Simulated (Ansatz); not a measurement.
Consider the redistribution: `O[SiH2]B(O)F` + `[CH3][SbH][SiH3]` → `OB(F)[SiH2][SiH3]` + `[CH3][SbH][OH]`.

Isolated molecules relaxed with PBE0-D4/def2-TZVP in Ansatz; ΔE leaves out vibrations. CBS: MP2 limit from def2 TZ/QZ plus the TZ coupled-cluster correction, frozen cores. Functionals use def2-TZVPP. B3LYP here is the variant with VWN-RPA as its local correlation; programs differ in this. Elements past krypton have def2 core potentials. For Sb outer-core shells are correlated without core-valence functions, which leaves a few kJ/mol of doubt a bond. One conformer a species, not always the lowest.

```tsv
level	ΔE (kJ/mol)	difference from CCSD(T)/CBS
PBE-D4	85.1	-14.0
r2SCAN-D4	93.2	-5.9
PBE0-D4	95.4	-3.7
B3LYP-D4	97.4	-1.7
ωB97X-V	94.2	-4.9
ωB97M-V	101.3	2.2
B2PLYP	99.8	0.7
PBE	84.0	-15.1
r2SCAN	93.0	-6.1
PBE0	94.5	-4.6
B3LYP	95.7	-3.4
HF/def2-TZVPP	114.2	15.1
MP2/def2-TZVPP	109.2	10.1
SCS-MP2/def2-TZVPP	105.4	6.3
CCSD/def2-TZVPP	103.1	4.0
CCSD(T)/def2-TZVPP	100.2	1.1
HF/def2-QZVPP	112.0	12.9
MP2/def2-QZVPP	107.8	8.7
SCS-MP2/def2-QZVPP	104.2	5.1
HF/CBS(def2)	111.6	12.5
MP2/CBS(def2)	108.1	9.0
CCSD/CBS(def2)	102.0	2.9
CCSD(T)/CBS	99.1	0
```

Largest T1 diagnostic among the species: 0.014.

In def2-TZVPP, CCSD(T) changes the Hartree–Fock value by −13.9 kJ/mol (the triples alone add −2.9 kJ/mol) and MP2 by −5.0 kJ/mol. From PBE to PBE0 (25 % exact exchange), in def2-TZVPP and without D4, ΔE moves by +10.4 kJ/mol.
